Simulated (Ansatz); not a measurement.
Species: O2Se, SMILES `O=[Se]=O` (charge 0, multiplicity 1).

Task: Give a relaxed geometry from B3LYP-D3(BJ)/def2-TZVP (Ansatz, an electronic-structure program).

Result: the end point of this relaxation (outside a Z-matrix the atoms follow the SMILES, hydrogens last).
Bond lengths (Å): O1–Se2 1.612, Se2–O3 1.612. Angles (°): O1–Se2–O3 113.8.
